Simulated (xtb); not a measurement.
Input file for xtb: GFN-FF on ClH2NPb (SMILES [NH2][Pb][Cl]), a point of a torsion scan.

```
$ xtb mol.xyz --gfnff --sp --chrg 0 --uhf 0
5

N     -0.88966720    -0.01464819    -0.28855974
Pb     1.01024148    -1.02255897     0.00160613
Cl     1.74072355    -1.17429959    -2.38445175
H     -1.15745423     0.95323462    -0.33218146
H     -1.56523926    -0.41300904     0.35658945
```

Program output:

```
[...]
           -------------------------------------------------
          |                Calculation Setup                |
           -------------------------------------------------



          ==================== Thresholds ====================
          CN  :   150.00000
          rep :   500.00000
          disp:  2500.00000
          HB1 :   250.00000
          HB2 :   450.00000

          Pauling EN used:
          Z : 1  EN :  2.20
          Z : 7  EN :  3.04
          Z :17  EN :  3.16
          Z :82  EN :  2.33
          electric field strengths (au): 0.000

           -------------------------------------------------
          |           Force Field Initialization            |
           -------------------------------------------------

          distances ...
          ----------------------------------------
          generating topology and atomic info file ...
          pair mat ...
          computing topology distances matrix with Floyd-Warshall algo ...
          making topology EEQ charges ...
          #fragments for EEQ constrain: 1
          ----------------------------------------
          generating topology and atomic info file ...
          pair mat ...
          computing topology distances matrix with Floyd-Warshall algo ...
          making topology EEQ charges ...
          #fragments for EEQ constrain: 1
          rings ...
          # BATM   4
          # H in HB   2
          doing iterative Hueckel for 2 subsystem(s) ...

  atom   neighbors  erfCN metchar sp-hybrid imet pi  qest     coordinates
    1  N       3    2.77   0.00         2    0    0  -0.374   -1.681227   -0.027681   -0.545299
    2  Pb      2    1.89   0.00         2    0    0   0.351    1.909080   -1.932356    0.003035
    3  Cl      1    0.95   0.00         0    0    0  -0.245    3.289491   -2.219105   -4.505961
    4  H       1    0.98   0.00         0    0    0   0.134   -2.187271    1.801352   -0.627732
    5  H       1    0.98   0.00         0    0    0   0.134   -2.957874   -0.780474    0.673856

          #atoms :   5
          #bonds :   4
          #angl  :   4
          #tors  :   3
          #nmol  :   1
          #optfrag :   1
           -------------------------------------------------
          |                   G F N - F F                   |
          |          A general generic force-field          |
          |                  Version 1.0.3                  |
           -------------------------------------------------
          Number of HB bonds (bound hydrogen)     0
          Number of HB bonds (unbound hydrogen)   12
          Number of XB bonds                      0

 E+G (total)                   0 d,  0 h,  0 min,  0.000 sec
 distance/D3 list               ...        0 min,  0.000 sec (  0.375%)
 non bonded repulsion           ...        0 min,  0.000 sec (  8.560%)
 dCN                            ...        0 min,  0.000 sec (  2.291%)
 EEQ energy and q               ...        0 min,  0.000 sec (  8.767%)
 D3                             ...        0 min,  0.000 sec ( 46.134%)
 EEQ gradient                   ...        0 min,  0.000 sec (  3.520%)
 bonds                          ...        0 min,  0.000 sec (  4.315%)
 bend and torsion               ...        0 min,  0.000 sec ( 10.923%)
 bonded ATM                     ...        0 min,  0.000 sec (  1.297%)
 HB/XB (incl list setup)        ...        0 min,  0.000 sec ( 10.814%)

         :::::::::::::::::::::::::::::::::::::::::::::::::::::
         ::                     SUMMARY                     ::
         :::::::::::::::::::::::::::::::::::::::::::::::::::::
         :: total energy              -0.482172124996 Eh    ::
Note: The following floating-point exceptions are signalling: IEEE_UNDERFLOW_FLAG IEEE_DENORMAL
normal termination of xtb
         :: gradient norm              0.043610961240 Eh/a0 ::
         ::.................................................::
         :: bond energy               -0.472009749976 Eh    ::
         :: angle energy               0.006473706739 Eh    ::
         :: torsion energy             0.000913791478 Eh    ::
         :: repulsion energy           0.025001032817 Eh    ::
         :: electrostat energy        -0.040747321216 Eh    ::
         :: dispersion energy         -0.001816418476 Eh    ::
         :: HB energy                 -0.000000002129 Eh    ::
         :: XB energy                  0.000000000000 Eh    ::
         :: bonded atm energy          0.000012835767 Eh    ::
         :: external energy            0.000000000000 Eh    ::
         :: add. restraining           0.000000000000 Eh    ::
         :: total charge               0.000000000000 e     ::
         :::::::::::::::::::::::::::::::::::::::::::::::::::::

           -------------------------------------------------
          |                Property Printout                |
           -------------------------------------------------

molecular dipole:
                 x           y           z       tot (Debye)
 q only:       -0.086      -0.015       1.383       3.522

           -------------------------------------------------
          | TOTAL ENERGY               -0.482172124996 Eh   |
          | GRADIENT NORM               0.043610961240 Eh/α |
           -------------------------------------------------
########################################################################
[WARNING] Runtime exception occurred
-1- gfnff_setup: Could not read topology file.
########################################################################

------------------------------------------------------------------------
------------------------------------------------------------------------
 total:
 SCF:
```

The run finished.

Cost: about 0.04 core-seconds (a rough figure).
